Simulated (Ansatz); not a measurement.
`CBBOC` → `[CH2]` (triplet) + `CBBO`  (formal loss of a carbene)

Calculated with Ansatz (gas phase, PBE0-D4/def2-TZVP geometries, no zero-point term in ΔE). CCSD(T)/CBS is the MP2 limit (def2-TZVPP, def2-QZVPP) plus CCSD(T) − MP2 in def2-TZVPP, frozen cores. This one scheme is used for every species. Functionals use def2-TZVPP. Triplets are unrestricted, without spin–orbit coupling. Each species was taken in one conformer, which may not be the lowest.

`CBBOC`:

```xyz
13

C    -0.915   -1.812    0.033
B    -0.826   -0.425   -0.679
B    -0.775    1.065    0.104
O     0.307    1.765    0.502
C     1.619    1.291    0.298
H    -1.081   -1.796    1.111
H     0.065   -2.286   -0.141
H    -1.635   -2.488   -0.439
H    -0.848   -0.447   -1.886
H    -1.828    1.610    0.352
H     1.627    0.340   -0.247
H     2.107    1.150    1.265
H     2.182    2.032   -0.273
```

`[CH2]` (triplet):

```xyz
3

C     0.023    0.260   -0.090
H    -0.946    0.054    0.337
H     0.923   -0.313   -0.247
```

`CBBO`:

```xyz
10

C     0.295    1.441    0.247
B    -0.306    0.229   -0.530
B    -0.593   -1.288    0.135
O     0.246   -2.357    0.199
H    -0.147    2.403   -0.025
H     0.336    1.347    1.334
H     1.338    1.500   -0.108
H    -0.599    0.422   -1.684
H    -1.678   -1.494    0.629
H     1.107   -2.203   -0.196
```

| level | ΔE (kJ/mol) |
| --- | --- |
| r2SCAN0-D4 | 360.5 |
| PBE0 | 379.4 |

(1) What does CCSD(T)/CBS give? (An estimate is asked.)

Largest T1 diagnostic among the species: 0.013.

Results:

(1) Computed: +386.0 kJ/mol. The listed levels differ from it by -25.5, -6.6 kJ/mol.

At CCSD(T), def2-SVP lies −11.1 kJ/mol from the extrapolated value and def2-TZVPP −9.3 kJ/mol. From r2SCAN to r2SCAN0 (25 % exact exchange), in def2-TZVPP and without D4, ΔE moves by −5.8 kJ/mol.
